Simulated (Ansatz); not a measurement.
`O[SiH](O)O[Si](F)(F)F`, relaxed with RKS PBE-D4/def2-SVP in Ansatz from a rough embedded geometry. The force threshold is 0.03 eV/Å; the program also tests the step.

The species carries charge 0 and has multiplicity 1.

Start:

```xyz
11

O    -0.493    2.315    0.575
Si   -0.035    0.967   -0.287
O     1.489    1.272   -0.801
O    -0.035   -0.360    0.569
Si   -0.270   -1.988    0.398
F    -1.815   -2.229   -0.055
F     0.700   -2.507   -0.763
F    -0.011   -2.768    1.725
H    -0.126    2.370    1.461
H    -0.948    0.831   -1.451
H     1.544    2.098   -1.371
```

(1) How much energy does the relaxation release, and in how many steps? (An estimate is asked.)

(2) Which bonds change most? (Estimate.)

(3) Give the relaxed structure. (Best estimate.)

Results:

(1) Computed: 39.48 kJ/mol, in 32 steps, 3 of them rejected.

(2) Computed: Si2–O4 from 1.579 to 1.680 Å; Si5–F8 from 1.561 to 1.612 Å; O3–H11 from 1.004 to 0.972 Å; Si2–O3 from 1.637 to 1.669 Å.

(3) The calculation gave: 
```xyz
11

O    -0.532    2.305    0.655
Si   -0.193    1.131   -0.468
O     1.428    0.762   -0.608
O    -0.854   -0.342   -0.005
Si   -0.322   -1.856    0.287
F    -1.578   -2.788    0.669
F     0.404   -2.505   -0.996
F     0.712   -1.892    1.523
H    -0.264    2.119    1.572
H    -0.829    1.599   -1.726
H     2.027    1.469   -0.904
```
